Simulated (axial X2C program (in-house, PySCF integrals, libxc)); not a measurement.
## Which functional? An output for RbCa

An SCF output computed with an in-house relativistic program for diatomic molecules for RbCa at 4.452 Å, two-component, state Ω = 1/2, Rb dyall-cv3z [12s13p8d4f1g], Ca dyall-cv3z [11s12p6d4f] (cores contracted in-house), without its first line:

```
basis functions 233  fitting functions 1016  grid points 5811
iter        total energy     max residual
   1      -3657.551463468     2.58e-01
   2      -3657.571029148     5.90e-03
   3      -3657.571800678     6.37e-03
   4      -3657.572206063     4.57e-03
   5      -3657.572515710     1.94e-03
   6      -3657.572745564     2.32e-03
   7      -3657.572867093     1.95e-03
   8      -3657.572920349     6.91e-04
   9      -3657.572938135     3.39e-04
  10      -3657.572943440     3.04e-04
  11      -3657.572944412     8.56e-05
  12      -3657.572944610     2.91e-05
  13      -3657.572944667     3.56e-05
  14      -3657.572944685     1.23e-05
  15      -3657.572944695     9.25e-06
  16      -3657.572944706     1.94e-05
  17      -3657.572944718     2.07e-05
  18      -3657.572944728     1.06e-05
  19      -3657.572944732     4.78e-06
  20      -3657.572944734     3.22e-06
  21      -3657.572944734     2.07e-06
converged
one-electron -5235.02601481  Coulomb 1626.01482479  exact exchange -135.17250179  xc functional 0.00000000  nuclear repulsion 87.95847621  atomic mean-field constant -1.34772914
```

Which level of theory produced it?
A. HF
B. LDA
C. PBE0

A. The exact-exchange term against the functional term shows a share of 1 of exact exchange.
